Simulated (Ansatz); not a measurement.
```yaml
crystal:
  periodic: [false, false, false]
  atoms:
    - {symbol: O, position_ang: [0.796728, -0.265237, 0.408512]}
    - {symbol: Nb, position_ang: [-0.796728, 0.265237, -0.408512]}
basis:
  gaussian: {orbitals: def2-TZVPD}
total_charge: -1
hamiltonian: {xc: {name: B2GP-PLYP}}
output: {forces: true}
```

```sh
$ ansatz run in.yaml --threads 2 --pin off --events-out ev --progress --plain --max-ram 32768MiB --backend cpu
```

Shortened log:

```
Functional definition: B2GP-PLYP
606 factors; integrals over basis functions are off by at most 1.5e-3 eV
mean field evaluation 1: about -3572.8216 eV, gradient 4.3e1 eV
mean field evaluation 2: about -3572.6476 eV, gradient 4.3e1 eV
mean field evaluation 4: about -3578.0919 eV, gradient 4.8e1 eV
mean field evaluation 8: about -3585.0364 eV, gradient 5.9e-1 eV
mean field evaluation 16: about -3584.8664 eV, gradient 8.8e-3 eV
mean field evaluation 32: about -3582.5842 eV, gradient 7.5e-2 eV
mean field -3584.86642256 eV, -131.7414111194 hartree, gradient 2.6e-6 eV, S^2 0.000000; 3 other end points of the search recorded, 0 dependent functions left out; unrestricted orbitals would lower it
1 core orbitals not correlated: weight in the atoms' cores, before any rotation towards them, 1.000 or more for the frozen orbitals, at most 0.000 for the correlated occupied ones
reference -3584.86649953 eV, -131.7414139480 hartree; 10, 10 occupied and 69, 69 virtual orbitals, 606 factors
second order -19.97065114 eV of doubles, -0.00000000 eV of singles
Total energy: -3592.05593394 eV, -132.0056207894 hartree
Atom 0 at     0.796728    -0.265237     0.408512 Å, force    -4.194401     1.396349    -2.150625 eV/Å
Atom 1 at    -0.796728     0.265237    -0.408512 Å, force     4.194401    -1.396349     2.150625 eV/Å
Dipole moment:    -0.127506     0.042448    -0.065377 e Å
```

It took 4.5 s on 2 threads of an AMD EPYC 7R13 on a shared host, with 0.23 GiB of host memory at the peak.
